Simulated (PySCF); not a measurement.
Converging BiH in the basis (CCSD(T))

PySCF, UHF reference; triplet, unpaired electrons π ↑↑; De to Bi + H without counterpoise correction. Frozen cores follow the default of each basis and core potential.

| basis | relativity | functions | Re (Å) | ωe (cm⁻¹) | De (eV) | frozen orbitals |
| --- | --- | --- | --- | --- | --- | --- |
| cc-pVDZ-PP/cc-pVDZ | scalar-relativistic core potentials | 28 | 1.804 | 1761 | 2.09 | 4 |
| def2-SVPD | scalar-relativistic core potentials | 40 | 1.807 | 1740 | 2.15 | 4 |
| aug-cc-pVDZ-PP/aug-cc-pVDZ | scalar-relativistic core potentials | 41 | 1.806 | 1739 | 2.19 | 4 |
| cc-pVTZ-PP/cc-pVTZ | scalar-relativistic core potentials | 53 | 1.796 | 1802 | 2.35 | 4 |
| def2-TZVP | scalar-relativistic core potentials | 56 | 1.796 | 1790 | 2.22 | 4 |
| def2-TZVPP | scalar-relativistic core potentials | 64 | 1.792 | 1790 | 2.33 | 4 |

**Question.** How does each smaller set differ from the one with most functions, def2-TZVPP?

**Answer.** cc-pVDZ-PP/cc-pVDZ: +1.2 pm, -1.6 % in ωe, -0.24 eV in De; def2-SVPD: +1.5 pm, -2.8 % in ωe, -0.18 eV in De; aug-cc-pVDZ-PP/aug-cc-pVDZ: +1.4 pm, -2.8 % in ωe, -0.14 eV in De; cc-pVTZ-PP/cc-pVTZ: +0.4 pm, +0.7 % in ωe, +0.02 eV in De; def2-TZVP: +0.4 pm, +0.0 % in ωe, -0.11 eV in De. All at CCSD(T); the set with most functions is neither the basis-set limit nor always the best.

Correlated steps freeze 4 core orbitals. Correlated levels converge slowly with the basis: in double zeta they bind strong bonds too weakly, by up to about 1 eV, and carry superposition errors of some tenths. These are scalar-relativistic numbers at best; spin–orbit coupling would shift them, the dissociation energy most. The state was picked by a PBE0 search and need not be the measured ground state.
